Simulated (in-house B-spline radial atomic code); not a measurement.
# Si VII (Si6+): [He] 2s2 2p4

Computed with a radial B-spline atomic code at the basis-set limit: non-relativistic revTPSS, spin-polarised, spherical fractional occupations, point nucleus.

Z_r = [3n² - l(l+1)]/(2<r>); Z_e = n√(-2ε); the last column is Slater's effective charge. Values are occupation-weighted means over spin.

```json
{"shell": "1s", "electrons": "2", "ε (eV)": "-1949.9", "<r> (bohr)": "0.1113", "Z_r": "13.48", "Z_e": "11.97", "Slater": "13.70"}
{"shell": "2s", "electrons": "2", "ε (eV)": "-271.3", "<r> (bohr)": "0.5336", "Z_r": "11.24", "Z_e": "8.93", "Slater": "10.55"}
{"shell": "2p", "electrons": "4", "ε (eV)": "-231.99", "<r> (bohr)": "0.4853", "Z_r": "10.30", "Z_e": "8.26", "Slater": "10.55"}
```

The least bound orbital is 2p down at -225.2 eV, while the most diffuse is 2s down (<r> = 0.5365 bohr against 0.4911 bohr): energy order and size order differ.

The density falls to 0.001 bohr⁻³ at 1.585 bohr; Σ<r²> = 1.8668 bohr² gives, by the non-relativistic formula and without the paramagnetism of open shells, a Langevin diamagnetic susceptibility of -1.478×10⁻⁶ cm³/mol.
